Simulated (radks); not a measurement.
Coulomb parameter of the 4d shell of the zirconium ion Zr+ in the model configuration [Kr] 4d2 5s1, as a second difference U = [E(n + 0.5) + E(n - 0.5) - 2 E(n)] / (0.5)^2 with all orbitals relaxed. "Bare": the charge of the atom changes with n. "Screened": the 5s shell takes up the change at fixed total charge, which measures U(4d,4d) + U(5s,5s) - 2 U(4d,5s). All-electron calculation, scalar-relativistic Kohn-Sham, r2SCAN, spin-unpolarised, spherical densities, finite nucleus; meta-GGA in the generalised Kohn-Sham scheme; Fermi nuclear charge, rms radius 4.2694 fm. Program: a radial shooting solver on a logarithmic mesh with Libxc functionals.

| case | configuration | E - E(n) (eV) |
|---|---|---|
| start | [Kr] 4d2 5s1 | 0.000 |
| bare +0.5 | [Kr] 4d2.5 5s1 | -3.854 |
| bare -0.5 | [Kr] 4d1.5 5s1 | 6.047 |
| screened +0.5 | [Kr] 4d2.5 5s0.5 | 0.070 |
| screened -0.5 | [Kr] 4d1.5 5s1.5 | 0.070 |

U(bare) = 8.772 eV, U(screened by 5s) = 0.558 eV, against the Slater integral F0(4d,4d) = 11.631 eV with frozen orbitals.
